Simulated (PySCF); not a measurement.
## From computed data to an observable: oscillator strength and radiative lifetime

C₈H₆SSe, SMILES s1cccc1-c1[se]ccc1.

Geometry: PBE0-D3(BJ)/def2-SVP. The values are those of a single conformer.

TDDFT-PBE/def2-SVP (PySCF 2.14.0) puts the first singlet state with f over 0.02 at 3.77 eV (vertical), with the transition dipole (-0.246, 2.054, 0.000) in atomic units.

### Question
Find the oscillator strength, the wavelength and the radiative lifetime that this transition would have in vacuum if emission retraced absorption.

### Answer

|μ|² = 4.2794 au, so |μ| = 5.26 D. ΔE = 3.77/27.211 = 0.1385 hartree. f = (2/3) ΔE |μ|² = 0.395 (the program prints 0.396).
λ = 1239.84/3.77 = 329 nm; ν = 30407 cm⁻¹.
Einstein's coefficient A = 0.6670 ν² f s⁻¹ (ν in cm⁻¹) = 2.4e8 s⁻¹, so τ = 1/A = 4.1 ns. This state is S1. The figure is the radiative limit of this one transition; relaxation, internal conversion, crossing to triplets and a medium change what is measured.
